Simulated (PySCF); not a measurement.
Record of a relaxation.

Species: C3H7ClSi.
SMILES with atom numbers: `[SiH3:1][CH2:2]/[CH:3]=[CH:4]\[Cl:5]` (hydrogens: H6, H7, H8 on Si1; H9, H10 on C2; H11 on C3; H12 on C4)

Method: PySCF 2.14.0, PBE0-D3(BJ)/def2-SVP geometry optimisation, gas phase; density fitting, grid level 1; the optimiser is geomeTRIC in internal coordinates, started from a GFN2-xTB structure with every atom displaced at random (about 0.01 Å). The frame can shift and turn from step to step; on so coarse a grid that alone can change the energy by a few meV, and forces under 0.02 eV/Å are noise.

Step 0: E = -23604.8331 eV, largest atomic force 2.830 eV/Å
```
atom  x, y, z in Å  |  force x, y, z in eV/Å
Si1    -1.675    0.071   -0.395    0.098   0.539   0.579
C2     -0.253   -0.143    0.830   -0.078   0.276   0.128
C3      0.969    0.485    0.300    1.455  -0.520  -0.609
C4      1.962   -0.124   -0.397   -2.563  -0.494   1.094
Cl5     1.854   -1.813   -0.795    0.172   0.148  -0.008
H6     -2.891   -0.515    0.183   -0.461  -0.255   0.086
H7     -1.908    1.529   -0.597   -0.035   0.107  -0.046
H8     -1.339   -0.528   -1.678    0.142  -0.366  -0.608
H9     -0.090   -1.200    1.008    0.029  -0.660   0.000
H10    -0.512    0.305    1.801   -0.187   0.080  -0.041
H11     1.104    1.543    0.499    0.110   0.409  -0.032
H12     2.818    0.361   -0.767    1.318   0.736  -0.544
```

Step 1: E = -23604.9206 eV, largest atomic force 0.857 eV/Å
```
atom  x, y, z in Å  |  force x, y, z in eV/Å
Si1    -1.665    0.091   -0.257    0.015  -0.002  -0.096
C2     -0.180   -0.153    0.900    0.008  -0.014   0.117
C3      1.041    0.466    0.312   -0.438   0.142   0.088
C4      1.840   -0.118   -0.577    0.790   0.160  -0.292
Cl5     1.644   -1.745   -1.121   -0.030  -0.034   0.003
H6     -2.907   -0.521    0.306    0.009  -0.016   0.053
H7     -1.908    1.549   -0.472    0.000   0.024   0.018
H8     -1.359   -0.543   -1.573   -0.028   0.011   0.011
H9     -0.036   -1.238    1.035   -0.024  -0.004  -0.016
H10    -0.411    0.278    1.886   -0.020   0.018   0.014
H11     1.258    1.513    0.556    0.041  -0.101  -0.001
H12     2.722    0.387   -1.006   -0.324  -0.187   0.102
```

Step 2: E = -23604.9176 eV, largest atomic force 0.445 eV/Å
```
atom  x, y, z in Å  |  force x, y, z in eV/Å
Si1    -1.696    0.101   -0.251    0.002   0.015  -0.037
C2     -0.197   -0.164    0.885    0.198  -0.212  -0.176
C3      1.031    0.426    0.280    0.119   0.426   0.045
C4      1.904   -0.112   -0.579   -0.302  -0.188   0.230
Cl5     1.767   -1.748   -1.120    0.035  -0.090  -0.081
H6     -2.932   -0.481    0.358    0.014  -0.004   0.022
H7     -1.913    1.565   -0.467    0.001  -0.005   0.009
H8     -1.441   -0.549   -1.569   -0.005  -0.004   0.000
H9     -0.077   -1.250    1.032   -0.028  -0.024  -0.025
H10    -0.413    0.285    1.867    0.032   0.018  -0.020
H11     1.239    1.471    0.534    0.003   0.079   0.001
H12     2.768    0.422   -0.983   -0.070  -0.012   0.032
```

Step 3: E = -23604.9329 eV, largest atomic force 0.210 eV/Å
```
atom  x, y, z in Å  |  force x, y, z in eV/Å
Si1    -1.685    0.098   -0.258   -0.005   0.016   0.002
C2     -0.186   -0.159    0.879    0.060  -0.028  -0.014
C3      1.034    0.460    0.289    0.049  -0.024  -0.078
C4      1.883   -0.118   -0.569   -0.131  -0.011   0.164
Cl5     1.715   -1.758   -1.092    0.003   0.003  -0.018
H6     -2.909   -0.513    0.347    0.007   0.000   0.009
H7     -1.925    1.561   -0.452   -0.002  -0.007   0.004
H8     -1.422   -0.531   -1.585   -0.004  -0.002  -0.003
H9     -0.050   -1.245    1.012   -0.006   0.007  -0.020
H10    -0.412    0.276    1.865   -0.009   0.004  -0.001
H11     1.249    1.504    0.540   -0.006   0.018  -0.019
H12     2.749    0.391   -0.989    0.045   0.026  -0.025
```

Step 4: E = -23604.9340 eV, largest atomic force 0.023 eV/Å
```
atom  x, y, z in Å  |  force x, y, z in eV/Å
Si1    -1.689    0.099   -0.257   -0.005   0.005   0.010
C2     -0.185   -0.159    0.873    0.013  -0.001  -0.009
C3      1.033    0.462    0.284   -0.010  -0.018   0.010
C4      1.888   -0.122   -0.561    0.011  -0.001   0.005
Cl5     1.728   -1.761   -1.088   -0.009   0.003   0.015
H6     -2.907   -0.516    0.357    0.002   0.000   0.003
H7     -1.934    1.562   -0.444   -0.002  -0.001   0.000
H8     -1.435   -0.526   -1.587   -0.002  -0.001  -0.002
H9     -0.047   -1.245    1.003   -0.004   0.002  -0.014
H10    -0.413    0.274    1.859   -0.003  -0.004   0.003
H11     1.245    1.509    0.528   -0.007   0.007  -0.012
H12     2.756    0.388   -0.980    0.017   0.009  -0.010
```

Step 5: E = -23604.9343 eV, largest atomic force 0.090 eV/Å
```
atom  x, y, z in Å  |  force x, y, z in eV/Å
Si1    -1.696    0.101   -0.255    0.001  -0.005   0.018
C2     -0.181   -0.162    0.858   -0.035   0.045   0.009
C3      1.033    0.469    0.274   -0.019   0.031   0.072
C4      1.900   -0.121   -0.551    0.049  -0.035  -0.067
Cl5     1.738   -1.770   -1.047    0.041  -0.021  -0.030
H6     -2.902   -0.526    0.370   -0.003   0.000  -0.005
H7     -1.950    1.565   -0.424   -0.001   0.003  -0.005
H8     -1.457   -0.509   -1.596   -0.001   0.000  -0.001
H9     -0.039   -1.248    0.978   -0.001   0.002  -0.002
H10    -0.410    0.263    1.848    0.004  -0.008   0.010
H11     1.234    1.521    0.508   -0.023   0.004  -0.009
H12     2.770    0.383   -0.975   -0.013  -0.014   0.009
```

Step 6: E = -23604.9351 eV, largest atomic force 0.069 eV/Å
```
atom  x, y, z in Å  |  force x, y, z in eV/Å
Si1    -1.705    0.105   -0.252    0.003  -0.003   0.017
C2     -0.183   -0.164    0.852   -0.029   0.028  -0.008
C3      1.031    0.466    0.266    0.003  -0.020   0.035
C4      1.909   -0.125   -0.549    0.054   0.002  -0.043
Cl5     1.784   -1.780   -1.037   -0.013   0.013   0.008
H6     -2.906   -0.521    0.382   -0.003   0.000  -0.006
H7     -1.958    1.570   -0.414    0.000   0.002  -0.006
H8     -1.478   -0.501   -1.596    0.002  -0.001  -0.001
H9     -0.044   -1.251    0.968    0.001  -0.006   0.001
H10    -0.409    0.259    1.843    0.011  -0.013   0.011
H11     1.224    1.520    0.491   -0.018   0.003  -0.020
H12     2.776    0.388   -0.968   -0.012  -0.004   0.012
```

Step 7: E = -23604.9354 eV, largest atomic force under 0.02 eV/Å
```
atom  x, y, z in Å  |  force x, y, z in eV/Å
Si1    -1.705    0.105   -0.250    0.001   0.001   0.005
C2     -0.183   -0.165    0.853   -0.012   0.008  -0.008
C3      1.031    0.464    0.266    0.010  -0.004   0.006
C4      1.910   -0.124   -0.549    0.003   0.002  -0.010
Cl5     1.786   -1.779   -1.039   -0.003   0.005   0.009
H6     -2.908   -0.521    0.381   -0.001   0.000  -0.002
H7     -1.957    1.569   -0.414    0.001   0.000  -0.003
H8     -1.477   -0.503   -1.594    0.002  -0.001   0.001
H9     -0.044   -1.252    0.969    0.000  -0.003  -0.003
H10    -0.407    0.257    1.846    0.010  -0.008   0.006
H11     1.218    1.521    0.486   -0.004   0.002  -0.006
H12     2.777    0.391   -0.968   -0.006   0.000   0.004
```

Question: Summarise the path.

Answer: The energy falls by 9.87 kJ/mol from step 0 to step 7; nine tenths of that is first reached at step 3. It rises by more than 0.2 meV at step 2. The largest force goes from 2.830 to under 0.02 eV/Å. Among the bonds C4–H12 changes most, from 1.051 to 1.091 Å; the atoms move by 0.038 Å rms after alignment.

What follows is the cost of the whole optimisation. The run took 39 s on an Arm Neoverse V1 with one thread, shared host with 32 logical CPUs at a one-minute load of 29, and the process peaked at 0.47 GiB of memory.
